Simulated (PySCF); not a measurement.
Be(SH)(SiH3) (BeH4SSi), SMILES [SiH3][Be][SH].

Geometry: PBE0-D3(BJ)/def2-TZVP. The values are those of a single conformer.

These are PySCF with M06-2X/def2-TZVPD values and carry that method's errors.

Isolated molecule, no solvent.

The total energy is -704.83220 hartree and the highest occupied level is -9.02 eV. The lowest empty level comes out as -0.75 eV and the orbital gap is 8.26 eV. The dipole moment comes out as 0.63 D and the quadrupole, principal values (traceless, Buckingham form, about the centre of nuclear charge) comes out as -7.86, 0.81, 7.05 D·Å. The mean static polarisability is 70.3 bohr³ (10.41 Å³) and the polarisability, principal values is 61.1, 61.1, 88.6 bohr³.
